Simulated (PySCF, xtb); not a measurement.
silolane (C4H10Si), SMILES C1CC[SiH2]C1.

Geometry optimised at B3LYP-D3(BJ)/def2-SVP. One conformer was computed; it need not be the lowest.

Computed with C-PCM-ωB97X/def2-SVP in PySCF.

The values are the electrostatic part of the solvation free energy, E(continuum) − E(gas) at the gas-phase geometry, in a cavity of scaled van der Waals radii (PySCF's table); cavitation and dispersion terms are not included. In vacuum the orbital gap is 13.79 eV. The dipole moment in vacuum is 0.60 D.

Computed values in water (ε = 78.36), acetone (ε = 20.49), ethylethanoate (ε = 5.99):
| solvent | ε | ΔG(elec) (kcal/mol) | dipole (D) | gap (eV) |
|---|---|---|---|---|
| water | 78.36 | -0.7 | 0.79 | 13.80 |
| acetone | 20.49 | -0.6 | 0.78 | 13.80 |
| ethylethanoate | 5.99 | -0.5 | 0.75 | 13.80 |

For comparison, GFN2-xTB/ALPB(water) (xtb, at the GFN2-xTB geometry, all terms of that model) gives 0.3 kcal/mol.
